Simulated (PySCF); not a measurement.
**MN cations for M along the fifth-period p block**

PBE0 with double-zeta basis sets in PySCF, for the lowest determinant that a PBE0 search found; no spin–orbit coupling. De refers to high-spin ground-configuration atoms (the charge goes to the atom of lower measured ionisation energy or higher electron affinity, which is not always the lowest computed limit). A positive dipole points towards N; it is taken about the centre of mass and depends on that origin.

| M | basis | charged atom | state (unpaired electrons) | Re (Å) | ωe (cm⁻¹) | De (eV) | μ (D) |
| --- | --- | --- | --- | --- | --- | --- | --- |
| In | cc-pVDZ-PP/cc-pVDZ | In+ | quartet (σ ↑, π ↑↑) | 2.859 | 114 | 0.17 | -0.43 |
| Sn | def2-SVP | Sn+ | triplet (π ↑↑) | 2.142 | 541 | 1.59 | -1.95 |
| Te | aug-cc-pVDZ-PP/aug-cc-pVDZ | Te+ | singlet (closed shell) | 1.786 | 1008 | 2.60 | -2.12 |

The shortest bond is that of TeN⁺ (1.786 Å), the longest that of InN⁺ (2.859 Å). TeN⁺ is bound most strongly (2.60 eV) and InN⁺ least (0.17 eV).

The rows differ in basis set, which adds steps of its own.

The state changes along the series, so neighbouring rows are not always alike in their bonding.

Weak bonds: InN⁺. Basis-set superposition, not corrected here, can be much of De in a small basis, most of all at correlated wavefunction levels. These are scalar-relativistic numbers at best; spin–orbit coupling would shift them, the dissociation energy most. For an ion De counts to the pair picked by the measured ionisation energies or electron affinities, which need not be the lowest pair at this level. States were picked by a PBE0 search and need not be the measured ground states.
